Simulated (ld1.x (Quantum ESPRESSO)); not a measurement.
# Scattering properties, TM potential for Ir (Z = 77)

ld1.x (Quantum ESPRESSO) 7.5 input, shortened:

```
&input
   title='Ir', zed=77., rel=2, dft='PBE', iswitch=3,
   config='[Xe] 4f14 5d7 6s0 6p0', rel_dist='average'
 /
 &inputp
   pseudotype=2, tm=.true., lloc=-1, rcloc=1.20,
   nlcc=.true., new_core_ps=.true., rcore=0.80
 /
3
6S  1  0   0.00   0.00  2.05  2.05  0.0
5P  2  1   6.00   0.00  1.45  1.45  0.0
5D  3  2   7.00   0.00  1.80  1.80  0.0
 &test
   configts(1)='5p6 5d7 6s0 6p0'
 /
```

Open shells are filled in proportion to 2j + 1 (rel_dist='average').

The phase is arctan(r·u′/u) with u = r·R(r), unwrapped; energies in Ry, scanned from -7 to 5 Ry. A pole is an energy at which the radial function vanishes at the test radius. The pseudo phase is shifted by a multiple of π to meet the all-electron one at the reference energy, and phase errors are pseudo minus all-electron; the curves can meet again beyond the range given. Levels narrower than the energy grid can be missing from the lists of poles.

| channel | radius (bohr) | reference energy (Ry) | poles, all-electron | poles, pseudo | unbroken range about the reference energy with phases within 0.05 rad | phase error 1 Ry above the reference energy (rad) |
| --- | --- | --- | --- | --- | --- | --- |
| s | 2.25 | -1.58 | 2.33 | -0.42, 3.32 | below -1.0 | -0.205 |
| p1/2 | 2.25 | -6.05 | -5.93, 3.93 | -5.93, 3.25 | below -1.2 | -0.000 |
| p3/2 | 2.25 | -5.05 | -4.85, 4.92 | -4.85, 3.86 | below -0.8 | -0.001 |
| d3/2 | 2.25 | -1.85 | -1.08 | -1.08 | below 2.1 | -0.001 |
| d5/2 | 2.25 | -1.76 | -0.91 | -0.91 | below 2.2 | -0.001 |

Note: ghost state, extra bound levels that the all-electron valence spectrum of the same l lacks: s at -265.3 eV. A true bound ghost makes a file unfit for plane-wave use.

Phases in the p1/2 channel:

```csv
E (Ry),all-electron,pseudo
-7.00,1.328,1.328
-6.74,1.300,1.300
-6.48,1.237,1.236
-6.22,0.823,0.822
-5.96,-1.542,-1.542
-5.70,-1.687,-1.687
-5.44,-1.731,-1.731
-5.18,-1.756,-1.756
-4.92,-1.775,-1.775
-4.66,-1.790,-1.791
-4.40,-1.806,-1.806
-4.14,-1.821,-1.822
-3.88,-1.837,-1.838
-3.62,-1.855,-1.856
-3.36,-1.874,-1.876
-3.10,-1.896,-1.899
-2.84,-1.922,-1.926
-2.58,-1.954,-1.959
-2.32,-1.992,-1.999
-2.06,-2.039,-2.050
-1.80,-2.101,-2.117
-1.54,-2.183,-2.208
-1.28,-2.298,-2.338
-1.02,-2.464,-2.531
-0.76,-2.708,-2.817
-0.50,-3.046,-3.202
-0.24,-3.436,-3.604
0.02,-3.778,-3.920
0.28,-4.027,-4.135
0.54,-4.196,-4.279
0.80,-4.313,-4.380
1.06,-4.397,-4.453
1.32,-4.460,-4.509
1.58,-4.509,-4.553
1.84,-4.548,-4.588
2.10,-4.580,-4.618
2.36,-4.607,-4.644
2.62,-4.630,-4.666
2.88,-4.650,-4.686
3.14,-4.668,-4.705
3.40,-4.684,-4.722
3.66,-4.698,-4.739
3.92,-4.712,-4.755
4.18,-4.725,-4.772
4.44,-4.737,-4.788
4.70,-4.749,-4.806
4.96,-4.761,-4.825
```
